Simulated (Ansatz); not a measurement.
Gas-phase electronic energies from Ansatz, PBE0-D4/def2-TZVP geometries. CCSD(T)/CBS is the MP2 limit (def2-TZVPP, def2-QZVPP) plus CCSD(T) − MP2 in def2-TZVPP, frozen cores. This one scheme is used for every species. DFT in def2-TZVPP. One conformer a species, not always the lowest.

`S[SiH2]Cl` + `N=COCF` → `FC[SiH](S)Cl` + `N=CO`  (formal exchange of groups at the Si–H bond)

| level | ΔE (kJ/mol) |
| --- | --- |
| PBE-D4 | -59.9 |
| PBE0-D4 | -58.8 |
| ωB97X-V | -54.2 |
| PBE0 | -56.5 |
| SCS-MP2/def2-TZVPP | -52.4 |
| CCSD(T)/def2-TZVPP | -52.3 |
| MP2/def2-QZVPP | -60.5 |
| HF/CBS(def2) | -41.8 |

(1) What does CCSD(T)/CBS give? (Best estimate.)

Largest T1 diagnostic among the species: 0.014.

Results:

(1) Computed: -58.1 kJ/mol. The listed levels differ from it by -1.8, -0.7, 3.9, 1.6, 5.7, 5.8, -2.4, 16.3 kJ/mol.

The D4 term adds −3.9 kJ/mol with B3LYP and −2.2 kJ/mol with PBE0; it sums over pairs of atoms, weighted by their polarisabilities, and B3LYP, whose exchange is more repulsive, gets the larger term. In def2-TZVPP, CCSD(T) changes the Hartree–Fock value by −10.4 kJ/mol (the triples alone add −0.2 kJ/mol) and MP2 by −15.4 kJ/mol.

B3LYP here is the variant with VWN-RPA as its local correlation; programs differ in this.
